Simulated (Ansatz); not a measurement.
Two isomers of C3H9BO: A = `CBOCC`, B = `CC(C)BO`.

Computed with Ansatz on PBE0-D4/def2-TZVP structures; ΔE is electronic, products minus reactants. CCSD(T)/CBS adds triple-zeta CCSD(T) − MP2 to the extrapolated MP2 energy (def2 sets, frozen cores). DFT in def2-TZVPP. B3LYP here is the variant with VWN-RPA as its local correlation; programs differ in this. One conformer a species, not always the lowest.

Problem. Which isomer does CCSD(T)/CBS put lower? Give the gap. (Best estimate.)

Solution. Ansatz gave: B, by 21.6 kJ/mol.

Problem. Give E(B) − E(A) in kJ/mol with ωB97M-V, LDA (SPW92), PBE-D4, B2PLYP, HF/def2-TZVPP, B3LYP, CCSD(T)/def2-SVP. (Estimate.)

Solution. Ansatz gave: ωB97M-V -18.0, LDA (SPW92) -15.9, PBE-D4 -16.6, B2PLYP -14.0, HF/def2-TZVPP -6.8, B3LYP -8.2, CCSD(T)/def2-SVP -18.6. None reverses the order clearly.

Problem. Does the order hold for the free energy at 298.15 K (harmonic terms from PBE0-D4)? (Best estimate.)

Solution. Ansatz gave: Yes: G(B) − G(A) = -18.5 kJ/mol, for one conformer each. Modes under 60 cm⁻¹, often nearly free rotors, make the harmonic entropy too high.

Largest T1 diagnostic: 0.012.

The D4 term adds −4.1 kJ/mol with B3LYP and −2.2 kJ/mol with PBE0; it sums over pairs of atoms, weighted by their polarisabilities, and B3LYP, whose exchange is more repulsive, gets the larger term. Leaving LDA and LC-ωPBE aside and taking each functional with its dispersion term where it has one, the values, not all of them listed here, spread over 10.2 kJ/mol, from PBE-QIDH to BLYP-D4.
